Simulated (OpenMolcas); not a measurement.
How basis sets differ on GaBH3ClO (SMILES O[B](Cl)[GaH2])

GaBH3ClO: 7 atoms, total charge 0, spin state singlet. SMILES: `O[B](Cl)[GaH2]`. The shape is that of a PBE0-D4/def2-TZVP optimisation. This is one conformer, not always the lowest.

| atom | x (Å) | y (Å) | z (Å) |
| --- | --- | --- | --- |
| O | -0.8455 | -1.2291 | 0.9271 |
| B | -0.0319 | -0.6649 | 0.0179 |
| Cl | 0.8990 | -1.7362 | -1.0705 |
| Ga | 0.2024 | 1.4062 | -0.1908 |
| H | -0.8509 | -2.1943 | 0.9059 |
| H | -0.6913 | 2.2325 | -1.1861 |
| H | 1.3180 | 2.1859 | 0.5965 |

Each level gives the HOMO–LUMO gap (eV). The values are calculated.

```tsv
level	kind	program	value (eV)	CPU time
HF/ANO-R0 (sfX2C)	Hartree–Fock	OpenMolcas	10.30	6.7 s
HF/STO-3G	Hartree–Fock	OpenMolcas	11.30	3.3 s
HF/3-21G	Hartree–Fock	OpenMolcas	11.44	2.9 s
HF/ANO-S-VDZ	Hartree–Fock	OpenMolcas	11.41	5.7 s
HF/6-31G* (spherical functions)	Hartree–Fock	OpenMolcas	11.44	10 s
```

All-electron rows without a relativistic Hamiltonian named are non-relativistic. The values span 10.30 to 11.44 eV. A Hartree–Fock LUMO above zero doesn't converge with the basis: it sinks as sets grow more diffuse. Orbital gaps aren't excitation energies. Times are those of the runs behind each value, whatever else they computed, on shared processors of several kinds: orders of magnitude only.
